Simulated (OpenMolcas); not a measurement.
Sc⁺: effect of the active space

```
Program             : OpenMolcas 26.06
Method              : CASSCF or its RAS form
Basis               : ANO-RCC-VDZP
Scalar Hamiltonian  : DKH2, point nucleus
Spin-orbit coupling : RASSI with atomic mean-field integrals over the reference wave functions, term energies averaged over their components
```

A. 2 electrons in 6 orbitals (3d 4s); 2S+1 = 3 even, 15 roots; 2S+1 = 1 even, 21 roots; cost about 12 core-seconds
B. 2 electrons in 9 orbitals (RAS2 3d 4s; RAS3 4p, at most 2 electrons); 2S+1 = 3 even, 15 roots; 2S+1 = 1 even, 21 roots kept (CI in the orbitals of an earlier block); 2S+1 = 3 odd, 18 roots; 2S+1 = 1 odd, 15 roots kept (CI in the orbitals of an earlier block); cost roughly 24 core-seconds

Energies in cm⁻¹ above 3d 4s ³D₁, the measured ground level; measured values from NIST Handbook of Basic Atomic Spectroscopic Data.

```csv
Level,A,B,Measured
3d 4s ³D₁,0.0,0.0,0.0
3d 4s ³D₂,61.9,61.4,67.7
3d 4s ³D₃,157,157,178
3d 4s ¹D₂,4463,3610,2541
3d² ³F₂,5236,5231,4803
3d² ³F₃,5329,5325,4884
3d² ³F₄,5454,5451,4988
3d² ³P₀,15035,14710,12074
3d² ³P₁,15069,14746,12102
3d² ³P₂,15112,14825,
3d² ¹D₂,15451,14233,
4s² ¹S₀,17452,14901,11736
3d² ¹G₄,17542,17848,14261
3d² ¹S₀,38081,34423,25955
```

Deviations, from unrounded energies. A percentage is the sum of absolute deviations over the sum of measured energies, with the sign that they share, or ± where signs differ.

```csv
Against measurement,Levels,A,B
mean absolute deviation (cm-1),11,2800,2100
fine structure of the ground term (%),2,-10.6,-10.9
other terms of the ground configuration (%),1,+75.6,+42.1
other configurations (%),8,+31.3,+24.0
```

B lies closest to measurement on these levels. The largest miss of B in the table is 3d² ¹S₀, by +8500 cm-1. The ranking rests on the paired levels alone, and a cruder setting can come out closer through cancelling errors.

Between A and B the level of the table that moves most is 3d² ¹S₀, by 3700 cm-1 (lowest in B, highest in A).

Without dynamic correlation excited terms often stand tens of per cent too high (terms of higher spin than the ground term too low), and those without a measured partner can miss by more than the paired ones. A single d shell beside an s shell can misplace configurations of different d count against each other. Terms from blocks run as CI alone lack orbitals of their own (holds for B). Computed and measured levels are paired by configuration, term and J; levels that our copy of the source lacks, or whose pairing is in doubt (as where it misses far off the trend of its configuration), stay unpaired and out of the deviations. Levels of configurations outside the active space are missing. Levels that lie high or do not pair safely by name in every column are left out.
